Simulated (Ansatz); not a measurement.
`[SiH3][B]1[O][GeH2]1` + `O=[CH][SnH3]` → `O=[C]([SiH3])[SnH3]` + `[BH]1[O][GeH2]1`  (formal exchange of groups at the Si–B bond)

Calculated with Ansatz (gas phase, PBE0-D4/def2-TZVP geometries, no zero-point term in ΔE). CCSD(T)/CBS is the MP2 limit (def2-TZVPP, def2-QZVPP) plus CCSD(T) − MP2 in def2-TZVPP, frozen cores. DFT in def2-TZVPP. B3LYP here is the variant with VWN-RPA as its local correlation; programs differ in this. Elements past krypton have def2 core potentials. For Ge, Sn outer-core shells are correlated without core-valence functions, which leaves a few kJ/mol of doubt a bond. Scalar relativity is left out up to krypton.

`[SiH3][B]1[O][GeH2]1`:

Z-matrix (Å, degrees):
```
Si
B 1 2.007
H 1 1.486 2 107.8
H 1 1.486 2 107.9 3 117.5
H 1 1.487 2 112.7 3 -121.2
O 2 1.289 1 144.7 3 121.0
Ge 2 2.049 1 145.5 3 -58.9
H 7 1.541 2 119.2 1 112.0
H 7 1.541 2 119.2 1 -112.1
```

`O=[CH][SnH3]`:

Cartesian coordinates in Å:
```
O -0.308 -0.239 -2.181
C -0.767 -0.144 -1.080
Sn 0.507 0.095 0.710
H -1.874 -0.174 -0.935
H 0.206 -1.199 1.784
H 2.133 0.103 0.211
H 0.102 1.559 1.491
```

`O=[C]([SiH3])[SnH3]`:

```xyz
10

O    -0.611    0.575    1.923
C    -0.163    0.293    0.845
Si    1.629    0.748    0.287
Sn   -1.493   -0.821   -0.586
H     2.385    1.468    1.341
H     1.487    1.574   -0.941
H     2.290   -0.534   -0.077
H    -2.896    0.115   -0.845
H    -0.709   -1.109   -2.080
H    -1.918   -2.309    0.132
```

`[BH]1[O][GeH2]1`:

Cartesian coordinates in Å:
```
B -0.853 0.290 0.783
O -1.100 0.149 -0.481
Ge 0.836 -0.198 -0.194
H -1.441 0.560 1.782
H 1.524 0.813 -1.128
H 1.034 -1.614 -0.762
```

| level | ΔE (kcal/mol) |
| --- | --- |
| B2PLYP | 3.3 |
| B3LYP | 3.5 |
| SCS-MP2/def2-TZVPP | 3.2 |
| CCSD(T)/def2-TZVPP | 3.8 |

Task: What does CCSD(T)/CBS give? (Estimate.)

Result: The calculation gave: +3.2 kcal/mol. The listed levels differ from it by 0.1, 0.3, 0.0, 0.6 kcal/mol.

Largest T1 diagnostic among the species: 0.017.

The D4 term adds −0.7 kcal/mol with B3LYP and −0.4 kcal/mol with PBE0; it sums over pairs of atoms, weighted by their polarisabilities, and B3LYP, whose exchange is more repulsive, gets the larger term.
